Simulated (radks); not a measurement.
Task: The mean radii <r> (bohr) of the occupied orbitals of an atom or ion are listed with their occupations. Method: scalar-relativistic Kohn-Sham, exchange-only LDA, spin-polarised, spherical densities, finite nucleus; Fermi nuclear charge, rms radius of each element as measured or else 0.836 A^(1/3) + 0.57 fm; computed with a radial shooting solver on a logarithmic mesh with Libxc functionals.

orbital  occ.      <r>
1s          2  0.05038
2s          2   0.2266
2p          6   0.1985
3s          2   0.6824
3p          6   0.7144
3d         10   0.9167
4s          2    2.686

Name the element and its charge. Open shells, if any, are filled with parallel spins first.

Result: Z = 30, zinc, charge 0: Zn in [Ar] 3d10 4s2. The 1s radius gives Z: for a bare nucleus <r> = (2 gamma + 1)/(2Z) with gamma = sqrt(1 - (Z/c)^2), 0.04919 bohr for Z = 30, and screening makes it slightly larger (0.05038 here). The occupations add up to 30, and the charge is Z minus that.
